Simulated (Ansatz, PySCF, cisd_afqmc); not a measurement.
System: BH$_{2}$, charge 0, doublet. BH2 (SMILES [BH2], doublet).
B3LYP-D3(BJ)/def2-TZVP minimum from Ansatz (an electronic-structure program):
```
B
H 1 1.1869
H 1 1.1869 2 129.56
```
Charge 0, spin multiplicity 2.

Wanted: enthalpy of formation at 298 K (by atomisation, with ideal-gas terms from PySCF's Hessian at B3LYP-D3(BJ)/def2-TZVP and the atoms' measured values of the G2/97 table; no spin-orbit terms), in kcal/mol. Open shells are spin-unrestricted; no spin-orbit coupling. Correlated methods leave the cores frozen. Rows without X2C or -DK are non-relativistic. The Monte Carlo rows (phaseless AFQMC, CISD trial, step 0.005/hartree) carry one-sigma bars that omit the constraint's bias. Outlying blocks are dropped, and bars are widened where a walk drifts. Over all cases where full CI ran beside it in this data, AFQMC minus full CI had a median of +0.1 mEh and passed +0.4 mEh in a tenth of the cases. CBS(X,Y): correlation extrapolated as X^-3, Hartree-Fock from the larger set (Q,5: extrapolated as (X+1)exp(-9√X)). A bracket is a step between two methods taken in the basis named. '+ core + X2C': CCSD(T) terms for core correlation (cc-pwCVTZ) and scalar relativity (cc-pVTZ-DK). Full CI freezes restricted core orbitals, also for open shells; the composite that ends in it estimates full CI at the basis-set limit. For partners of very few electrons the exact lower level stands in for a higher one.

| level | program | enthalpy of formation at 298 K (kcal/mol) | error against the last row |
|---|---|---|---|
| MP2/aug-cc-pVDZ | Ansatz | 87.9 | 9.2 |
| MP2/cc-pVQZ | Ansatz | 79.2 | 0.5 |
| CCSD(T)/cc-pVDZ | Ansatz | 90.3 | 11.6 |
| CCSD(T)/CBS(cc-pVQZ,cc-pV5Z) | Ansatz | 79.4 | 0.7 |
| CCSDT(Q)/aug-cc-pVDZ | Ansatz | 89.2 | 10.5 |
| CCSDT(Q)/aug-cc-pVTZ | Ansatz | 81.6 | 2.9 |
| AFQMC/CISD/aug-cc-pVDZ | cisd_afqmc | 89.1 ± 0.1 | 10.4 |
| FCI/aug-cc-pVDZ | Ansatz | 89.2 | 10.5 |
| CCSD(T)/CBS(cc-pVQZ,cc-pV5Z) + [AFQMC/CISD - CCSD(T)]/cc-pVTZ + core + X2C | Ansatz + cisd_afqmc | 78.6 ± 0.1 | -0.1 |
| CCSD(T)/CBS(cc-pVQZ,cc-pV5Z) + [CCSDT(Q) - CCSD(T)]/cc-pVQZ + [FCI - CCSDT(Q)]/cc-pVDZ + core + X2C | Ansatz | 78.7 | 0.0 |
| CCSD(T)/CBS(cc-pVQZ,cc-pV5Z) + [CCSDT(Q) - CCSD(T)]/cc-pVQZ + [FCI - CCSDT(Q)]/cc-pVTZ + core + X2C | Ansatz | 78.7 | 0.0 |
